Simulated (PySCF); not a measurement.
PySCF input for H6OSn2, SMILES [SnH3][O][SnH3], IEF-PCM-B3LYP/def2-SVP. Coordinates come from a PBE0-D3(BJ)/def2-SVP optimisation. A frequency run showed that this geometry is not a minimum. The def2 effective core potentials stand for the cores of Sn; spin–orbit coupling is left out.

```python
import numpy as np
from pyscf import gto, scf, dft
from pyscf.solvent import pcm

mol = gto.M(
    atom='''
    O     0.33169202   -0.68617386   -0.01666848
    Sn   -1.64429038   -0.74381916   -0.00043434
    H    -2.03185801   -2.40856452   -0.03614659
    H    -2.22434552    0.08436085   -1.38957892
    H    -2.20022760    0.01748880    1.43610484
    Sn    1.60418659    0.82689280    0.00247840
    H     0.70846074    2.29573426   -0.02530732
    H     2.57860074    0.66294665   -1.39644051
    H     2.52102247    0.68374266    1.44251341
    ''',
    basis='def2-SVP',
    ecp={'Sn': 'def2-svp'},
    charge=0,
    spin=0,
    max_memory=1600,
    verbose=3,
)
mf = dft.RKS(mol, xc='b3lyp').density_fit(auxbasis='def2-universal-jkfit')
mf.grids.level = 3
mf.conv_tol = 1e-9
mf.max_cycle = 100
mf.kernel()
res = {}
for name, eps in {'water': 78.355, 'toluene': 2.3741, 'ethylethanoate': 5.9867}.items():
    s = mf.PCM()
    s.with_solvent.method, s.with_solvent.eps, s.with_solvent.lebedev_order = 'IEF-PCM', eps, 29
    s.kernel(mf.make_rdm1())
    res[name] = (s.e_tot, eps, s.dip_moment(), s.mo_energy, s.converged)
    print(f'{name}: electrostatic solvation free energy {(s.e_tot - mf.e_tot) * 627.509474:.3f} kcal/mol')
```

Log of the run:

```
converged SCF energy = -507.470460436326

WARN: PCM is an experimental feature. It is still in testing.
Features and APIs may be changed in the future.

converged SCF energy = -507.474358503802
Dipole moment(X, Y, Z, Debye): -0.67438,  1.40834,  0.03409
water: electrostatic solvation free energy -2.446 kcal/mol

WARN: PCM is an experimental feature. It is still in testing.
Features and APIs may be changed in the future.

converged SCF energy = -507.472149899302
Dipole moment(X, Y, Z, Debye): -0.55239,  1.15885,  0.02741
toluene: electrostatic solvation free energy -1.060 kcal/mol

WARN: PCM is an experimental feature. It is still in testing.
Features and APIs may be changed in the future.

converged SCF energy = -507.473358129347
Dipole moment(X, Y, Z, Debye): -0.61496,  1.28723,  0.03081
ethylethanoate: electrostatic solvation free energy -1.818 kcal/mol
```

The calculation finished and met its thresholds.
